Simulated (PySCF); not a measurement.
Al(F)(NH2)2 (AlFH4N2), SMILES [NH2][Al]([NH2])[F]. Atoms are numbered in the order given.

```xyz
8

Al     0.0000     0.0000     0.0240
F      0.0000     0.0000     1.6910
N      0.0000    -1.5564    -0.8043
H      0.0000    -1.6967    -1.8070
H      0.0000    -2.4504    -0.3281
N      0.0000     1.5564    -0.8043
H      0.0000     1.6967    -1.8070
H      0.0000     2.4504    -0.3281
```

Geometry optimised at PBE0-D3(BJ)/def2-SVP. Other conformers were not sampled.

Computed with PBE0-D3(BJ)/def2-SVP (PySCF).

Frequencies are harmonic and unscaled.

**Question.** Give all harmonic wavenumbers and intensities. (An estimate is asked for; the answer gives what the named calculation found.)

**Answer.** 
| mode | ν (cm⁻¹) | IR (km/mol) | Raman (Å⁴/amu) | depolarisation | moving atoms (share of kinetic energy) |
|---|---|---|---|---|---|
| 1 | 192 | 0.5 | 1.3 | 0.75 | N 42 %, H 34 %, Al 14 %, F 10 % |
| 2 | 216 | 0.0 | 0.1 | 0.75 | H 100 % |
| 3 | 223 | 18.0 | 0.8 | 0.75 | F 44 %, N 24 %, H 16 %, Al 15 % |
| 4 | 278 | 46.6 | 0.9 | 0.75 | Al 64 %, N 19 %, F 10 % |
| 5 | 343 | 0.0 | 0.2 | 0.75 | H 79 %, N 21 % |
| 6 | 355 | 46.1 | 0.1 | 0.75 | H 92 % |
| 7 | 374 | 332.0 | 0.4 | 0.75 | H 86 %, N 13 % |
| 8 | 608 | 30.5 | 0.1 | 0.75 | H 78 %, N 21 % |
| 9 | 684 | 46.2 | 4.8 | 0.14 | H 52 %, N 47 % |
| 10 | 685 | 10.3 | 8.7 | 0.07 | N 39 %, F 35 %, H 26 % |
| 11 | 921 | 182.3 | 2.1 | 0.75 | Al 50 %, N 40 %, H 10 % |
| 12 | 932 | 183.4 | 2.1 | 0.23 | Al 52 %, F 30 %, N 12 % |
| 13 | 1522 | 82.0 | 4.8 | 0.75 | H 89 %, N 11 % |
| 14 | 1531 | 24.9 | 4.5 | 0.68 | H 90 %, N 10 % |
| 15 | 3632 | 56.5 | 0.0 | – | H 96 % |
| 16 | 3633 | 7.6 | 234.4 | 0.11 | H 95 % |
| 17 | 3724 | 55.0 | 90.2 | 0.75 | H 91 %, N 9 % |
| 18 | 3724 | 15.3 | 52.4 | 0.75 | H 91 %, N 9 % |
